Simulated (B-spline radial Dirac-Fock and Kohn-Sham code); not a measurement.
# Satellites and hypersatellites of the K lines of Ho⁴⁹⁺

System: Ho⁴⁹⁺ in the configuration 1s2 2s2 2p6 3s2 3p6.

The computed values come from a radial atomic solver: Dirac-Fock energy differences between relaxed states, corrected for Breit and QED terms. Each two-hole energy is an average over J within one jj subconfiguration, not an observable level; in light atoms, where LS coupling holds, the j-resolved values are not observed lines, and for a K spectator the Kα1 hypersatellite is nearly forbidden. Correlation and solid-state effects are left out.

Lines without a spectator: Kα2 (K-L2) 46776.3 eV, Kα1 (K-L3) 47639.8 eV, Kβ3 (K-M2) 54249.9 eV, Kβ1 (K-M3) 54467.0 eV. Shifts in eV with one spectator hole (a dash: not computed, or left out as unreliable):

```
spectator hole     Kα2     Kα1      Kβ3      Kβ1
        K (1s)  +852.0  +904.5  +1111.0  +1124.8
    L2 (2p1/2)  +109.7  +144.0        –   +290.6
    L3 (2p3/2)   +91.6   +97.7   +234.3        –
    M2 (3p1/2)       –  +27.72    +60.3    +69.5
    M3 (3p3/2)  +17.80       –    +55.7    +56.3
```
